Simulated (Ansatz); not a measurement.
`[OH][Al]1[CH2]SC[O]1`, relaxed with RKS PBE0-D4/def2-TZVP in the Gaussian-basis code of Ansatz from a PBE-D4/def2-SVP geometry. The force threshold is 0.005 eV/Å; the program also tests the step.

Total charge 0; spin multiplicity 1.

Start:

```xyz
11

O    -2.018   -1.118    1.508
Al   -0.770   -0.490    0.527
C     1.164   -0.756    0.588
S     1.599    0.929   -0.022
C     0.189    1.141   -1.253
O    -1.021    0.626   -0.793
H    -2.945   -0.837    1.462
H     1.620   -1.565   -0.021
H     1.547   -0.835    1.624
H     0.142    2.243   -1.408
H     0.494    0.661   -2.213
```

(1) By how much does the energy fall, and how many steps does the optimiser take? (Estimate.)

(2) Which bonds change most? (An estimate is asked.)

(3) Give the relaxed structure. (Best estimate.)

## Answers

(1) Computed: 1.63 kcal/mol, in 7 steps.

(2) Computed: S4–C5 from 1.884 to 1.845 Å; Al2–O6 from 1.747 to 1.715 Å; C3–S4 from 1.844 to 1.818 Å; O1–Al2 from 1.706 to 1.683 Å.

(3) The calculation gave: 
```xyz
11

O    -2.001   -1.119    1.473
Al   -0.766   -0.464    0.536
C     1.154   -0.738    0.590
S     1.611    0.892   -0.072
C     0.202    1.136   -1.238
O    -1.005    0.666   -0.731
H    -2.924   -0.880    1.412
H     1.581   -1.558    0.008
H     1.543   -0.793    1.607
H     0.168    2.217   -1.402
H     0.438    0.640   -2.185
```
